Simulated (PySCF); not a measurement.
# What settings do to a single point of Pt3

The sound run of Pt3 (triplet) uses PySCF 2.14.0, UKS r2SCAN, Pt def2-SVP with ECP60; non-relativistic Hamiltonian with scalar-relativistic core potentials where named; density fitting; no spin-orbit coupling, grid (50, 194), threshold 1e-8 Eh and 55 cycles, at the relaxed geometry:

```xyz
3

Pt    1.4408    0.0000    0.0000
Pt   -0.7204    1.2478    0.0000
Pt   -0.7204   -1.2478    0.0000
```

There Pt1 has a Mulliken charge of 0.00 e and the dipole about the centre of mass is 0.00 D. Each run below changes one thing and starts from free metal ions and neutral atoms unless it says otherwise; with 55 cycles, smearing, a level shift and second-order steps follow where DIIS fails, and their cycles count. Energy shifts count from the sound run.

| change | outcome | cycles | energy shift (eV) | largest force component (eV/Å) | charge on Pt1 (e) | dipole about the centre of mass (D) |
| --- | --- | --- | --- | --- | --- | --- |
| all coordinates × 1.12 | converged | 136 | 1.03 | 2.91 | -0.02 | 0.18 |
| start from a density of up to 30 smeared cycles (not counted) | converged | 17 | 0.0000 | 0.02 | 0.00 | 0.00 |

(1) One further run converged with energy shift (eV) 963.78, largest force component (eV/Å) 3997.98, charge on Pt1 (e) 0.21, dipole about the centre of mass (D) 0.66. Which change was it?
A. charge changed by +4, spin kept, limit 74 cycles
B. Pt2 put 0.8 Å from Pt1, limit 57 cycles
C. grid (99, 590)

(2) And the other changes listed?

Unsound on purpose, so not properties of the compound: Pt2 put 0.8 Å from Pt1, limit 57 cycles.

Started from ions, an open shell can land on another state than the sound run's, and that then enters the shifts.

Forces carry noise of the integration grid, about 0.01 to 0.03 eV/Å.

No frequency check is given that shows the relaxed geometry to be a minimum. Open shells may have lower solutions than the one found.

Results:

(1) B.

(2) 
```
                                          change        outcome  cycles  energy shift (eV)  largest force component (eV/Å)  charge on Pt1 (e)  dipole about the centre of mass (D)
charge changed by +4, spin kept, limit 74 cycles  not converged      33                  –                               –                  –                                    –
                                  grid (99, 590)      converged      45             0.0179                            0.02               0.00                                 0.00
```
